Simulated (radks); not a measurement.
All-electron atom: the aluminium ion Al+ in [Ne] 3s2 3p(up 0, down 0) (the NIST ground configuration).

Method: scalar-relativistic Kohn-Sham, PBE, spin-polarised, spherical densities, finite nucleus; Fermi nuclear charge, rms radius 3.061 fm; computed with a radial shooting solver on a logarithmic mesh with Libxc functionals.

Energy parts (hartree):
| part | energy |
|---|---|
| total | -242.47283 |
| kinetic | 242.93093 |
| electron-nucleus | -576.38303 |
| Hartree | 109.22430 |
| exchange-correlation | -18.24503 |

Orbitals (lengths in bohr, moments of r in powers of bohr; <r^-3> diverges for s and p1/2):
orbital,occ.,eigenvalue (hartree),<r^-3>,<r>
1s,2,-55.84544,-,0.1202
2s,2,-4.28139,-,0.6258
2p,6,-2.86615,35.80,0.6029
3s,2,-0.54428,-,2.377
3p,0,-0.33272,1.952,2.906

The highest occupied level is 3s at -14.811 eV. The density falls to 0.001 e/bohr^3 at r = 3.89 bohr. Summed over all electrons, <r^2> = 16.79 bohr^2, which gives a Langevin (diamagnetic) susceptibility term of -13.3 x 10^-6 cm^3/mol. The electron density at the nucleus is 1507 e/bohr^3 (large components only).
